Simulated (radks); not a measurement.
The numbers below are computed, except where a source is named.
All-electron atom: the strontium ion Sr3+ in [Ar] 3d9 4s2 4p5 5s1 (not the ground configuration). Level of theory: scalar-relativistic Kohn-Sham, exchange-only LDA, spin-unpolarised, spherical densities, point nucleus (a radial shooting solver on a logarithmic mesh with Libxc functionals).

Normalised radial functions P(r) = r R(r), r in bohr:

```
   r/bohr * 3p, o 4s (the largest magnitude, 1.55, reaches the edge; | marks zero, & curves that meet)
 0.004681                             * o
 0.005407                             * o
 0.006244                             * o
 0.007154                             |*o
 0.008262                             |* o
 0.009465                             |* o
  0.01093                             |* o
  0.01262                             |* o
  0.01446                             | * o
   0.0167                             | * o
  0.01914                             |  *o
   0.0221                             |   &
  0.02552                             |  o *
  0.02924                             |  o  *
  0.03377                             |  o   *
  0.03869                             | o     *
  0.04468                             |o        *
   0.0516                             o          *
  0.05912                            o|           *
  0.06828                          o  |             *
  0.07823                         o   |              *
  0.09034                        o    |              *
   0.1043                       o     |             *
   0.1195                       o     |            *
    0.138                       o     |         *
   0.1594                         o   |     *
   0.1827                           o |*
   0.2109                        *    |o
   0.2417                  *          |   o
   0.2791            *                |      o
   0.3223      *                      |        o
   0.3693   *                         |         o
   0.4265  *                          |        o
   0.4886   *                         |     o
   0.5643      *                      |o
   0.6517          *              o   |
   0.7467               *    o        |
   0.8623               o   *         |
   0.9879            o          *     |
    1.141           o             *   |
    1.318            o              * |
     1.51              o             *|
    1.743                  o          *
    1.997                     o       *
    2.307                        o    *
    2.664                          o  *
    3.052                            o*
    3.525                            o*
    4.038                             &
    4.664                             &
    5.386                             &
    6.171                             &
    7.127                             &
    8.165                             &
     9.43                             &
```

3p: eigenvalue -307.34 eV, 1 radial node at r = 0.187 bohr, <r> = 0.493 bohr, 90 % of the charge inside 0.748 bohr. 4s: eigenvalue -76.822 eV, 3 radial nodes at r = 0.0500, 0.202, 0.586 bohr, <r> = 1.27 bohr, 90 % of the charge inside 1.85 bohr.
